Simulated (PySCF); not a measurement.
## Potential energy of BeO along the bond

Set-up: basis Be def2-TZVP, O def2-TZVP; no relativity; PySCF 2.14. Energies in eV from Be + O in their ground configurations at the same level. State: ¹Σ⁺ (singlet), closed shell.

All columns are PBE0. A positive dipole means Be(−)O(+).

```
R (Å)  E (eV)  μ (D)  Mulliken charge on Be (basis-dependent)  HOMO (eV)  LUMO (eV)  Mayer bond order  ⟨S²⟩
1.141  -3.192  -5.85                                     0.29      -7.93      -3.54              2.53  0.00
1.194  -3.872  -5.98                                     0.30      -7.73      -3.67              2.51  0.00
1.247  -4.255  -6.10                                     0.31      -7.56      -3.79              2.49  0.00
1.287  -4.392  -6.18                                     0.31      -7.44      -3.88              2.47  0.00
1.327  -4.430  -6.26                                     0.33      -7.34      -3.97              2.45  0.00
1.367  -4.388  -6.33                                     0.34      -7.25      -4.05              2.43  0.00
1.420  -4.237  -6.41                                     0.36      -7.14      -4.17              2.40  0.00
1.486  -3.939  -6.48                                     0.39      -7.03      -4.31              2.35  0.00
1.566  -3.481  -6.53                                     0.42      -6.93      -4.48              2.28  0.00
1.672  -2.794  -6.52                                     0.46      -6.86      -4.67              2.17  0.00
```

A fit through these points gives, at Re = 1.324 Å, μ = -6.26 D and dμ/dR = -1.83 D/Å; the reduced mass is 5.764 u.

Problem. How strong is the fundamental in the double-harmonic approximation, I = 42.26·(dμ/dR)²/μred km/mol?

Solution. I = 42.26·(-1.83)²/5.764 = 24.6 km/mol at PBE0.
